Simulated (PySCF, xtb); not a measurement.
Si(F)(Cl)(Br)(OH) (BrClFHOSi), SMILES O[Si](F)(Cl)Br. Other conformers were not sampled.

Harmonic wavenumbers (cm⁻¹) from xtb with GFN2-xTB at its own minimum, in rising order: 116, 157, 202, 213, 225, 265, 426, 580, 755, 841, 967, 3637.

Q: What does PBE-D3(BJ)/def2-SVP (PySCF 2.14.0) give at its own minimum? (The exact figures need the calculation; the answer reports its results.)

A: 122, 148, 218, 247, 254, 288, 431, 585, 783, 872, 960, 3757. Paired by order, the mean absolute difference is 26 cm⁻¹ and the zero-point energies are 12.0 and 12.4 kcal/mol.
